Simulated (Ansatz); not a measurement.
Species: CH5O3Si, net charge -1, singlet state. It need not be the lowest isomer of its formula. Whether it binds its extra electron was not tested at this geometry. 
Coordinates optimised at B3LYP-D3(BJ)/def2-TZVP (Ansatz, a quantum-chemistry and plane-wave program):
SMILES: [CH2-][Si](O)(O)O
```xyz
10

Si    -0.0889     0.0504    -0.0074
C     -1.8252    -0.0023     0.2312
O      0.4077    -1.1399    -1.1120
O      0.7690     1.3801    -0.5991
O      0.7335    -0.2044     1.4565
H     -2.4867    -0.0742    -0.6312
H     -2.2735     0.5458     1.0589
H     -0.2097    -1.8719    -1.0165
H      1.7138     1.2001    -0.6429
H      0.1712    -0.7783     1.9862
```
Charge -1, spin multiplicity 1.

Parts of the frozen-core correlation energy in cc-pV(Q+d)Z (Ansatz, hartree). Frozen orbitals: 9; correlated occupied orbitals by spin: 16 and 16; virtual: 409 and 409. No spin-orbit coupling. Non-relativistic.

```tsv
term	value
reference (HF)	-554.57693
MP2 opposite-spin	-0.84651
MP2 same-spin	-0.27378
CCSD correlation	-1.12794
(T)	-0.04591
T1 diagnostic	0.012
largest doubles amplitude	0.034
```
